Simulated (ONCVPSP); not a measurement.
Scattering properties, ONCV potential for chromium (Cr)

ONCVPSP 4.0.1 input, shortened (lines: element, Z, core and valence counts, functional; n l f; lmax; l rc ep ncon nbas qcut; lloc lpopt rc5 dvloc0; l nproj debl; icmod fcfact rcfact), PW91, scalar-relativistic:

```
  Cr 24.00    3    4  -109134      upf
    1    0    2.00
    2    0    2.00
    2    1    6.00
    3    0    2.00
    3    1    6.00
    3    2    5.00
    4    0    1.00
    2
    0    1.25    0.00    5   10   10.70
    1    1.45    0.00    5    8    8.00
    2    1.80    0.00    4    9    7.90
    4    5    0.90   -1.00
    0    2    3.40
    1    2    2.90
    2    3    2.10
    2    0.70    0.95
```

The phase is arctan(r·R′/R) of the radial function R(r), unwrapped; energies in Ha, scanned from -4 to 5 Ha. A pole is an energy at which the radial function vanishes at the test radius. The pseudo phase is shifted by a multiple of π to meet the all-electron one at the reference energy, and phase errors are pseudo minus all-electron; the curves can meet again beyond the range given. Levels narrower than the energy grid can be missing from the lists of poles.

Problem. For each channel, where are the poles, and over which energies does the pseudopotential scatter like the atom?

Solution.

```tsv
channel	radius (bohr)	reference energy (Ha)	poles, all-electron	poles, pseudo	unbroken range about the reference energy with phases within 0.05 rad	phase error 1 Ha above the reference energy (rad)
s	1.27	-0.15	-1.38	-1.38	the whole range	-0.000
p	1.47	-1.67	-0.95	-0.95	the whole range	-0.000
d	1.83	-0.11	0.32	0.32	the whole range	+0.000
```

Phases in the p channel:

| E (Ha) | all-electron | pseudo |
| --- | --- | --- |
| -3.98 | 1.117 | 1.117 |
| -3.74 | 1.072 | 1.072 |
| -3.50 | 1.012 | 1.012 |
| -3.26 | 0.927 | 0.927 |
| -3.02 | 0.799 | 0.799 |
| -2.78 | 0.591 | 0.591 |
| -2.54 | 0.235 | 0.235 |
| -2.30 | -0.297 | -0.298 |
| -2.06 | -0.804 | -0.804 |
| -1.82 | -1.127 | -1.127 |
| -1.58 | -1.319 | -1.319 |
| -1.34 | -1.441 | -1.441 |
| -1.10 | -1.527 | -1.527 |
| -0.86 | -1.592 | -1.592 |
| -0.62 | -1.646 | -1.646 |
| -0.38 | -1.692 | -1.692 |
| -0.14 | -1.735 | -1.735 |
| 0.10 | -1.777 | -1.777 |
| 0.34 | -1.820 | -1.820 |
| 0.58 | -1.865 | -1.865 |
| 0.82 | -1.915 | -1.915 |
| 1.06 | -1.974 | -1.974 |
| 1.30 | -2.043 | -2.043 |
| 1.54 | -2.130 | -2.130 |
| 1.78 | -2.243 | -2.243 |
| 2.02 | -2.392 | -2.392 |
| 2.26 | -2.592 | -2.592 |
| 2.50 | -2.855 | -2.855 |
| 2.74 | -3.165 | -3.166 |
| 2.98 | -3.476 | -3.476 |
| 3.22 | -3.738 | -3.739 |
| 3.46 | -3.938 | -3.939 |
| 3.70 | -4.085 | -4.086 |
| 3.94 | -4.195 | -4.195 |
| 4.18 | -4.278 | -4.278 |
| 4.42 | -4.342 | -4.343 |
| 4.66 | -4.394 | -4.395 |
| 4.90 | -4.436 | -4.437 |
